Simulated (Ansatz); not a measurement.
`[SiH3]C([SiH3])[TeH]` + HI → `[SiH3]C([SiH3])I` + H₂Te  (substitution at a C–Te bond)

Calculated with Ansatz (gas phase, PBE0-D4/def2-TZVP geometries, no zero-point term in ΔE). CCSD(T)/CBS adds triple-zeta CCSD(T) − MP2 to the extrapolated MP2 energy (def2 sets, frozen cores). def2 core potentials past Kr. For I, Te outer-core shells are correlated without core-valence functions, which leaves a few kJ/mol of doubt a bond.

```
               species  MP2/def2-QZVPP energy (Eh)
`[SiH3]C([SiH3])[TeH]`                  -888.53619
                    HI                  -297.92187
    `[SiH3]C([SiH3])I`                  -917.65833
                  H₂Te                  -268.79269
```

(1) Work out ΔE.

Largest T1 diagnostic among the species: 0.011.

Answers

(1) ΔE = (-917.65833) + (-268.79269) − (-888.53619) − (-297.92187) = 0.00704 Eh = +18.5 kJ/mol. CCSD(T)/CBS gives +16.3 kJ/mol.

The D4 term adds +4.4 kJ/mol with B3LYP and +2.4 kJ/mol with PBE0; it sums over pairs of atoms, weighted by their polarisabilities, and B3LYP, whose exchange is more repulsive, gets the larger term. In def2-TZVPP, CCSD(T) changes the Hartree–Fock value by +7.5 kJ/mol (the triples alone add +0.6 kJ/mol) and MP2 by +9.6 kJ/mol.

B3LYP here is the variant with VWN-RPA as its local correlation; programs differ in this.
